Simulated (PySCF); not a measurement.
**Stationary points of Sb(OH)₃**

Method: PBE0/[Sb def2-SVP with ECP28, O def2-SVP, H def2-SVP], scalar-relativistic core potentials, density fitting, no spin–orbit coupling, PySCF.

Relaxations began from a few typed shapes. The search is not exhaustive: other isomers or separated fragments can lie lower, and high-lying points may rest on an excited occupation.

Task: Which is the lowest minimum found?
A. singlet C3h: O–H 0.968 Å (×3), Sb–O 2.055 Å (×3); H–O–Sb 123.4° (×3), O–Sb–O 120.0° (×3)
B. singlet C1: O–H 0.965 Å, O–H 0.968 Å (×2), Sb–O 1.972 Å, Sb–O 1.978 Å, Sb–O 1.992 Å; H–O–Sb 107.4°, H–O–Sb 111.8°, H–O–Sb 114.1°, O–Sb–O 87.5°, O–Sb–O 97.8°
C. singlet C3: O–H 0.968 Å (×3), Sb–O 1.985 Å (×3); H–O–Sb 108.6° (×3), O–Sb–O 94.9° (×3)

Result: C. The others lie at 1.4 (singlet C1), 249.1 (singlet C3h, a saddle point) kJ/mol above it.
